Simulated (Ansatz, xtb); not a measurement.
**GeH6SiSn: which of two structures lies lower**

Structure I: `[SiH3][GeH2][SnH]`, a singlet. Structure II: a singlet given by its coordinates. Both are isolated molecules in the gas phase, relaxed with r2SCAN-D4/def2-SVP; the shapes shown needn't be the lowest conformers.

I (Å):

```yaml
atoms:
  - { symbol: Ge, position_ang: [2.0530, -1.4878, 0.9316] }
  - { symbol: Si, position_ang: [-0.2443, -1.3383, 0.2867] }
  - { symbol: Sn, position_ang: [3.5965, -1.6789, -1.2479] }
  - { symbol: H, position_ang: [-1.1583, -1.3522, 1.4708] }
  - { symbol: H, position_ang: [-0.6096, -2.4906, -0.5961] }
  - { symbol: H, position_ang: [-0.4721, -0.0764, -0.4822] }
  - { symbol: H, position_ang: [2.3433, -0.2202, 1.7678] }
  - { symbol: H, position_ang: [2.1769, -2.6890, 1.8953] }
  - { symbol: H, position_ang: [3.1840, 0.0194, -1.5974] }
```

II (Å):

```csv
atom,x (Å),y (Å),z (Å)
Ge,0.0678,-1.2286,0.5291
Si,2.3759,-1.2241,1.0588
Sn,2.2800,-2.2293,-1.3931
H,-0.6489,0.0803,0.1798
H,-0.8707,-2.2227,1.2275
H,0.1663,-1.9491,-0.9350
H,2.8263,0.1716,1.3387
H,2.6087,-2.0990,2.2475
H,2.1573,-0.5208,-1.8844
```

Close contacts (Å): Ge1–Si2 2.37, Ge1–Sn3 3.10, Si2–Sn3 2.65, Ge1–H4 1.53, Ge1–H5 1.54, Ge1–H6 1.63, Si2–H7 1.49, Si2–H8 1.49, Sn3–H6 2.18, Sn3–H9 1.78.

Question: Which of the two would you expect CCSD(T)/def2-SVP + ΔMP2/def2-TZVPP electronic energies to favour?

Answer: Structure I; the calculation gives E(II) − E(I) = +2.7 kcal/mol.

The same difference at several levels:

| level | geometry | E(II) − E(I) (kcal/mol) | departure from the last row (kcal/mol) | job, with rough time for the two |
| --- | --- | --- | --- | --- |
| r2SCAN-D4/def2-SVP | r2SCAN-D4/def2-SVP | +0.7 | −2.0 | optimisation, 2 min |
| HF/def2-SVP | r2SCAN-D4/def2-SVP | +11.9 | +9.2 | part of the CCSD(T) run |
| MP2/def2-SVP | r2SCAN-D4/def2-SVP | +4.6 | +1.9 | part of the CCSD(T) run |
| CCSD(T)/def2-SVP | r2SCAN-D4/def2-SVP | +5.2 | +2.5 | single point |
| CCSD(T)/def2-SVP + ΔMP2/def2-TZVPP | r2SCAN-D4/def2-SVP | +2.7 |  | single point, 41 s |

None of the levels shown reverses the order. The largest departure from CCSD(T)/def2-SVP + ΔMP2/def2-TZVPP is that of HF/def2-SVP, 9.2 kcal/mol. Levels run at GFN2-xTB geometries aren't shown. The last row adds to CCSD(T) the change of the MP2 difference between the two basis sets, here −2.5 kcal/mol.

With harmonic frequencies from r2SCAN-D4/def2-SVP (ideal gas, rigid rotor, one conformer each, 298.15 K, 1 atm): on the last row, ΔE + ΔZPE = +3.0 kcal/mol. A mode under 50 cm⁻¹ makes harmonic enthalpies and free energies unreliable, so none is given.

The correlated steps freeze 18 core orbitals; the filled d shell of Ge and Sn is correlated, in a basis made for valence electrons. Atoms past krypton carry core potentials in the def2 sets and no spin–orbit term is included. Run with Ansatz 0.2.0; the last row on 2 threads of AMD EPYC 7R43 64-Core Processor (Zen 3) on a shared host.
